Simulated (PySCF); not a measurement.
A PySCF script (with the pyscf-properties extension) for the NMR shieldings of SMILES C=C(C)O[SiH-]c1cccs1, [C₇H₉OSSi]-, on a GFN2-xTB geometry:

```python
import basis_set_exchange as bse
import numpy as np
from pyscf import gto, dft
from pyscf.prop import nmr

atoms = """
C    -2.952020   -1.150613   -0.876583
C    -2.290803   -0.150325   -0.290391
C    -3.014593    1.055355    0.269390
O    -0.991451   -0.091491   -0.127725
Si    0.144099   -1.208584   -0.777913
C     1.702442   -0.484710   -0.088401
C     2.096308    0.819513    0.089865
C     3.484008    1.009226    0.209116
C     4.190648   -0.144332    0.073846
S     3.127293   -1.495208   -0.201963
H    -2.423832   -1.992207   -1.282911
H    -4.023092   -1.127291   -0.982588
H    -4.090097    0.962755    0.136845
H    -2.666038    1.957550   -0.234115
H    -2.790272    1.159995    1.330994
H    -0.089450   -2.392565    0.092926
H     1.375720    1.618671    0.162863
H     3.949754    1.968650    0.391969
H     5.251572   -0.305139    0.112478
"""
names = dict.fromkeys(["C", "O", "Si", "S", "H"], "pcSseg-1")
basis = {el: gto.basis.parse(bse.get_basis(n, elements=[el], fmt="nwchem")) for el, n in names.items()}
mol = gto.M(atom=atoms, basis=basis, charge=-1, verbose=0)
mf = dft.RKS(mol, xc="PBE0")
mf.grids.level = 2
mf.grids.alignment = dft.numint.BLKSIZE   # the property module wants whole blocks of grid points
mf.conv_tol = 1e-9
mf.kernel()

calc = nmr.RKS(mf)   # GIAO
C = mf.mo_coeff
Co = C[:, mf.mo_occ > 0]
resp = mf.gen_response(singlet=True, hermi=2)
def vind(x):   # induced exchange potential for any number of trial vectors
    d = np.einsum("pi,xij,qj->xpq", C, 2 * x.reshape(-1, C.shape[1], Co.shape[1]), Co, optimize=True)
    return np.einsum("xpq,pi,qj->xij", resp(d - d.transpose(0, 2, 1)), C, Co, optimize=True).ravel()
mo1, _ = nmr.rhf.solve_mo1(calc, with_cphf=vind)
sigma = calc.kernel(mo1)
for i, s in enumerate(sigma):   # ppm
    print("%2d %-2s %9.2f" % (i, mol.atom_pure_symbol(i), np.trace(s) / 3))
```

Question: Give the expected output.

Answer: 
```
 0 C     108.21
 1 C      23.59
 2 C     159.34
 3 O     189.09
 4 Si    324.07
 5 C       2.77
 6 C      61.46
 7 C      58.62
 8 C      60.98
 9 S     284.88
10 H      28.01
11 H      28.26
12 H      30.51
13 H      29.96
14 H      29.94
15 H      24.50
16 H      24.92
17 H      25.19
18 H      25.12
```

These numbers come from an equivalent density-fitted implementation of the same equations, which agrees with the script to about 0.01 ppm for H and up to a few tenths of a ppm for heavy atoms, so last digits may differ.

Question: Turn these shieldings into chemical shifts. Scale: ¹³C (σ = 186.93 ppm), ²⁹Si (σ = 349.16 ppm), ¹H (σ = 31.72 ppm) against TMS; H2O for ¹⁷O (σ = 336.08 ppm); ³³S (σ = 503.73 ppm) against CS2 (reference shieldings calculated alike).

Answer: Averaging equivalent atoms: C 5: 184.2; C 1: 163.3; C 7: 128.3; C 8: 125.9; C 6: 125.5; C 0: 78.7; C 2: 27.6; O 3: 147.0; Si 4: 25.1; S 9: 219; H 15: 7.22; H 16: 6.80; H 18: 6.60; H 17: 6.53; H 10: 3.71; H 11: 3.45; H 12/13/14: 1.58 ppm. Experimental scales use liquid or dissolved standards, which lie at an offset from isolated H2O (liquid H2O: subtract about 36 ppm).

Size and cost of the density-fitted run: 229 basis functions, 56 s wall time on 1 thread of an AMD EPYC 7R43 64-Core, shared host; peak memory 1 GiB.
